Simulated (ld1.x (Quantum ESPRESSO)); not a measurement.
Pseudopotential generation for neon (Ne): PAW, PBEsol, scalar-relativistic.

ld1.x (Quantum ESPRESSO) 7.5 input, shortened:

```
&input
   title='Ne', zed=10., rel=1, dft='PBESOL', iswitch=3,
   config='[He] 2s2 2p6'
 /
 &inputp
   pseudotype=3, lpaw=.true., tm=.true., lloc=-1, rcloc=1.10,
   nlcc=.true., new_core_ps=.true.,
   which_augfun='PSQ', rmatch_augfun_nc=.true.
 /
4
2S  1  0   2.00   0.00  0.45  0.50  0.0
2S  1  0   0.00  -2.20  0.45  0.50  0.0
2P  2  1   6.00   0.00  1.60  1.70  0.0
2P  2  1   0.00   1.55  1.60  1.70  0.0
 &test
   configts(1)='2s2 2p6'
 /
```

Q: Estimate the cutoffs (Ry, on a coarse ladder) from which the occupation-weighted sum of valence levels, in a spherical-Bessel basis at the reference potential, stays within 10 and 1 mRy of its value at 400 Ry.

A: 160 Ry and 300 Ry.

Q: Does the potential have ghost states?

A: No extra level below or beside the all-electron valence levels (s, p, d, f tested).

Q: Is the overlap operator S = 1 + Σ q|β⟩⟨β| positive definite (Bessel basis up to 400 Ry)?

A: Yes: its lowest eigenvalue is 0.16 (p channel).

Q: Which valence shell sets the plane-wave cutoff?

A: 2s: its level needs 180 Ry to come within 1 mRy, against 30 Ry for 2p.

Q: Tests: 2s2 2p5; 2s2 2p4; 2s2 2p3; 2s2 2p5.5; 2s2 2p2; 2s1 2p6. Which has the largest error in its energy relative to the reference configuration, and how large is it?

A: 2s2 2p2, with -495 meV (all-electron minus pseudo) on +227.28 eV.
